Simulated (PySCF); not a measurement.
Cartesian coordinates (Å):
```xyz
13

Ti     0.0974    -0.0260    -0.0754
N     -0.7234    -0.5639    -1.7030
H     -0.6770    -1.4788    -2.1585
H     -1.2018     0.0970    -2.3237
N     -1.2148     0.1264     1.2911
H     -0.9791     0.0929     2.2883
H     -2.2326     0.1360     1.1870
N      0.9440     1.6533    -0.3493
H      1.4383     1.8866    -1.2166
H      0.8947     2.4860     0.2432
N      1.3835    -1.3185     0.4603
H      2.4033    -1.2405     0.4319
H      1.1258    -2.1819     0.9492
```
Charge 0, multiplicity 1.

### Question
What LUMO, charge on the central atom (Mulliken), charge on the central atom (meta-Löwdin), HOMO and dipole moment does TPSSh-D3(BJ)/def2-TZVP // TPSS-D3(BJ)/def2-SVP (PySCF) give?

### Answer

| Item | Value |
|---|---|
| LUMO | -1.25 eV |
| charge on the central atom (Mulliken) | 1.58 e |
| charge on the central atom (meta-Löwdin) | 1.22 e |
| HOMO | -6.01 eV |
| dipole moment | 0.01 D |
